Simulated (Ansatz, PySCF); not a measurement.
Zr(OH) (HOZr), SMILES [Zr][OH] (connectivity only; charge and spin as stated), neutral, multiplicity 4. Atoms are numbered in the order given.

```xyz
3

Zr     0.1050    -0.4853     0.0000
O     -0.0794     1.4392     0.0000
H     -0.6726     2.1925     0.0000
```
Charge 0, spin multiplicity 4.

Coordinates come from a B3LYP-D3(BJ)/def2-TZVPD optimisation. The spin state was assumed, not searched. The def2 effective core potentials stand for the cores of Zr; spin–orbit coupling is left out.

Two levels are set side by side: PBE-D3(BJ)/def2-TZVPD (Ansatz, an electronic-structure program) and B3LYP-D3(BJ)/def2-TZVPD (Ansatz). Each level has its own optimised geometry; the coordinates shown are those of the second. Frequencies come from the Hessian of PySCF at each geometry. Differences are taken from unrounded values.

| quantity | B3LYP-D3(BJ) |
|---|---|
| mean bond length (Å) | 1.446 |
| bond Zr1–O2 (Å) | 1.933 |
| bond O2–H3 (Å) | 0.959 |
| highest harmonic wavenumber (cm⁻¹) | 3889 |
| mean harmonic wavenumber (cm⁻¹) | 1587 |
| zero-point energy (kcal/mol) | 6.81 |

Problem. What does PBE-D3(BJ) give, and how far is it from B3LYP-D3(BJ)? (An estimate is asked for; the answer gives what the named calculation found.)

Solution. 
```
quantity                            PBE-D3(BJ)  PBE-D3(BJ) minus B3LYP-D3(BJ)
----------------------------------  ----------  -----------------------------
mean bond length (Å)                     1.445                         -0.001
bond Zr1–O2 (Å)                          1.921                         -0.012
bond O2–H3 (Å)                           0.968                          0.009
highest harmonic wavenumber (cm⁻¹)        3775                           -114
mean harmonic wavenumber (cm⁻¹)           1546                            -41
zero-point energy (kcal/mol)              6.63                          -0.18
```
